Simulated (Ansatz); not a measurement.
A nudged elastic band was laid between two geometries of C2H8AlN (12 atoms, charge 0, multiplicity 1).

Method: Ansatz, UKS BLYP/def2-SVP.

```yaml
movable_images: 9
climbing_image: yes
spring: 5.0 eV/Å²
optimiser: quadratic models (default)
start_path: through a guess of the saddle point
force_threshold: 0.03 eV/Å
iteration_limit: 60
end_points: relaxed
```

Image 0:

```xyz
12
Properties=species:S:1:pos:R:3
C -0.114 1.312 -0.516
N -0.033 -0.068 -0.034
C 0.807 -0.200 1.158
Al -0.876 -1.458 -0.823
H -0.756 1.380 -1.416
H -0.539 1.996 0.258
H 0.892 1.717 -0.784
H 0.849 -1.254 1.498
H 0.422 0.417 2.006
H 1.855 0.138 0.966
H -1.753 -1.143 -2.113
H -0.678 -2.894 -0.166
```

Image 10:

```xyz
12
Properties=species:S:1:pos:R:3
C -0.301 1.486 -0.270
N -0.368 0.141 0.337
C 0.960 -0.576 0.649
Al -0.167 -1.717 -0.519
H -1.323 1.845 -0.504
H 0.201 2.221 0.397
H 0.266 1.431 -1.219
H -0.967 0.155 1.172
H 1.116 -0.686 1.738
H 1.799 -0.013 0.199
H 0.054 -1.602 -2.096
H -1.193 -2.742 0.149
```

Problem. Which bonds break or form, and what moves?

Solution. Bonds broken: C3–H8. Bonds formed: N2–H8, C3–Al4.

Problem. Give the energies along the band, and the barrier.

Solution. It converged. The highest image is number 7 of 0 to 10, 79.1 kcal/mol above the first end and 62.1 kcal/mol above the last; the last end lies 17.0 kcal/mol above the first. Neighbouring images differ by up to 2.0 eV, so the band resolves the path poorly. A vibrational analysis at the climbing image gives one clearly imaginary mode, 1700i cm⁻¹: a first-order saddle point. The orbitals were unrestricted but ended closed-shell.

```json
{"image": "0", "path coordinate (Å)": "0.00", "energy (kcal/mol)": "0.0", "C3–H8 (Å)": "1.11", "N2–H8 (Å)": "2.13", "C3–Al4 (Å)": "2.89"}
{"image": "1", "path coordinate (Å)": "0.63", "energy (kcal/mol)": "1.1", "C3–H8 (Å)": "1.11", "N2–H8 (Å)": "2.13", "C3–Al4 (Å)": "2.87"}
{"image": "2", "path coordinate (Å)": "1.26", "energy (kcal/mol)": "4.3", "C3–H8 (Å)": "1.11", "N2–H8 (Å)": "2.13", "C3–Al4 (Å)": "2.83"}
{"image": "3", "path coordinate (Å)": "1.89", "energy (kcal/mol)": "8.9", "C3–H8 (Å)": "1.11", "N2–H8 (Å)": "2.13", "C3–Al4 (Å)": "2.77"}
{"image": "4", "path coordinate (Å)": "2.52", "energy (kcal/mol)": "14.0", "C3–H8 (Å)": "1.12", "N2–H8 (Å)": "2.12", "C3–Al4 (Å)": "2.66"}
{"image": "5", "path coordinate (Å)": "3.14", "energy (kcal/mol)": "18.9", "C3–H8 (Å)": "1.12", "N2–H8 (Å)": "2.09", "C3–Al4 (Å)": "2.48"}
{"image": "6", "path coordinate (Å)": "3.77", "energy (kcal/mol)": "40.5", "C3–H8 (Å)": "1.11", "N2–H8 (Å)": "1.80", "C3–Al4 (Å)": "2.29"}
{"image": "7", "path coordinate (Å)": "4.40", "energy (kcal/mol)": "79.1", "C3–H8 (Å)": "1.30", "N2–H8 (Å)": "1.33", "C3–Al4 (Å)": "2.22"}
{"image": "8", "path coordinate (Å)": "5.10", "energy (kcal/mol)": "34.0", "C3–H8 (Å)": "1.79", "N2–H8 (Å)": "1.04", "C3–Al4 (Å)": "2.09"}
{"image": "9", "path coordinate (Å)": "5.81", "energy (kcal/mol)": "17.9", "C3–H8 (Å)": "2.09", "N2–H8 (Å)": "1.03", "C3–Al4 (Å)": "1.99"}
{"image": "10", "path coordinate (Å)": "6.51", "energy (kcal/mol)": "17.0", "C3–H8 (Å)": "2.13", "N2–H8 (Å)": "1.03", "C3–Al4 (Å)": "1.98"}
```

Problem. What is the geometry of the highest image?

Solution. 
```xyz
12
Properties=species:S:1:pos:R:3:forces:R:3
C -0.446 1.556 -0.237 0.00 -0.01 0.00
N -0.362 0.144 0.147 0.01 0.01 0.00
C 0.931 -0.424 0.752 -0.02 0.01 -0.01
Al -0.382 -1.609 -0.594 0.00 -0.01 0.00
H -1.441 1.780 -0.672 0.00 0.00 0.00
H -0.292 2.220 0.641 0.00 0.00 0.00
H 0.340 1.802 -0.989 0.00 0.00 0.00
H -0.260 -0.628 1.220 0.00 0.00 0.00
H 1.276 0.093 1.673 0.00 0.00 0.00
H 1.808 -0.536 0.063 0.01 0.00 0.00
H 0.359 -1.843 -1.988 0.00 0.00 0.00
H -1.455 -2.610 0.018 0.00 0.00 0.00
```

Time of the run: 5.1 min on 2 threads of Intel(R) Xeon(R) Platinum 8488C (Sapphire Rapids), on a shared host, peak memory 0.19 GiB.
